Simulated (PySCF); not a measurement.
C₄H₇NO, SMILES N(=C\CO)/C=C. Atoms are numbered in the order given.

```xyz
13

C      2.9919    -0.4239    -0.1942
C      1.8290    -0.1266     0.3911
N      0.6417    -0.0082    -0.3561
C     -0.4237     0.2948     0.2666
C     -1.7419     0.4640    -0.4414
O     -2.8012    -0.1403     0.2662
H      3.9112    -0.5151     0.3897
H      3.0370    -0.5790    -1.2760
H      1.7665     0.0353     1.4804
H     -0.4510     0.4497     1.3661
H     -1.6359     0.0926    -1.4773
H     -1.9781     1.5407    -0.4966
H     -2.6637    -1.0943     0.2447
```

Geometry optimised at ωB97X-D3(BJ)/def2-SVP. The structure was generated by enumeration; whether it is a known compound was not checked. One conformer was computed; it need not be the lowest.

Computed with HF/def2-TZVP (PySCF).

ESP charges are fitted to the potential on shells at 1.4 to 2.0 van der Waals radii. Atomic charges (e):

```csv
atom,Mulliken,ESP fit,IAO
C1,-0.23,-0.61,-0.30
C2,-0.02,0.24,0.00
N3,-0.30,-0.50,-0.32
C4,-0.03,0.15,0.07
C5,0.13,0.27,0.01
O6,-0.54,-0.69,-0.59
H7,0.14,0.22,0.14
H8,0.13,0.25,0.15
H9,0.09,0.07,0.11
H10,0.10,0.08,0.10
H11,0.11,0.01,0.13
H12,0.10,0.07,0.14
H13,0.33,0.44,0.36
```

Task: Give the Mayer and Wiberg (Löwdin basis) orders of the bonds. (Estimate from the structure and the level; the computed values follow.)

Result: 
| bond | Mayer | Wiberg |
|---|---|---|
| C1–C2 | 1.93 | 2.16 |
| C2–N3 | 1.02 | 1.39 |
| N3–C4 | 1.93 | 2.21 |
| C4–C5 | 0.99 | 1.23 |
| C5–O6 | 0.90 | 1.57 |
| C1–H7 | 0.97 | 0.90 |
| C1–H8 | 0.96 | 0.89 |
| C2–H9 | 0.97 | 0.84 |
| C4–H10 | 0.96 | 0.85 |
| C5–H11 | 0.99 | 0.88 |
| C5–H12 | 0.96 | 0.87 |
| O6–H13 | 0.89 | 1.02 |
